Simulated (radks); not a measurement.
Charge is removed step by step from the 3d level of the gold ion Au3+, starting from [Xe] 4f14 5d8. Method: scalar-relativistic Kohn-Sham, PBEsol, spin-unpolarised, spherical densities, finite nucleus; Fermi nuclear charge, rms radius 5.4371 fm; computed with a radial shooting solver on a logarithmic mesh with Libxc functionals.

removed (e)  E - E(0) (eV)  eigenvalue (eV)  E minus straight line (eV)
0                    0.000          -2241.9                       0.000
0.25                561.88          -2261.1                      -7.250
0.5                 1128.6          -2280.4                      -9.697
0.75                1700.1          -2299.9                      -7.295
1                   2276.5          -2319.6                       0.000

Removing the whole electron costs 2276.5 eV by Delta-SCF, against 2241.9 eV from minus the eigenvalue at the starting occupation. Slater's transition state (half an electron removed) gives 2280.4 eV. Integrating minus the eigenvalue over the occupation (Janak's theorem) gives 2280.5 eV. In this scalar-relativistic scheme the density is built from large components alone, so the theorem holds only approximately. The mean slope of the eigenvalue, de/dn, is 77.7 eV per electron.
